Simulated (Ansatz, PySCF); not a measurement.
Si(H)(Cl)(Br)(vinyl) (C2H4BrClSi), SMILES Br[SiH](C=C)Cl.

Coordinates come from a PBE-D3(BJ)/def2-SVP optimisation. One conformer was computed; it need not be the lowest.

Vertical ionisation energy (IE) and electron affinity (EA) in eV. Rows of orbital energies are one-electron estimates. Where ΔSCF, EOM or ADC give a negative EA the extra electron is unbound and the value depends on the basis.

```tsv
level	IE	EA
−ε(HOMO), −ε(LUMO), HF/def2-TZVP (PySCF)	10.85	-2.50
−ε(HOMO), −ε(LUMO), PBE/def2-TZVP (PySCF)	7.26	2.20
ΔSCF, PBE/def2-SVPD (Ansatz), final states of multiplicity 2 and 2	(withheld)	(withheld)
```

Task: Complete the blanks. (Estimate from the structure and the level; the computed values follow.)

Result: 
- ΔSCF, PBE/def2-SVPD (Ansatz, a first-principles code), final states of multiplicity 2 and 2, IE: 9.97
- ΔSCF, PBE/def2-SVPD (Ansatz), final states of multiplicity 2 and 2, EA: -0.22

Task: What vertical singlet–triplet gap does ΔSCF give with PBE/def2-SVPD (Ansatz)? (Estimate from the structure and the level; the computed values follow.)

Result: 4.15 eV (triplet above singlet where positive).
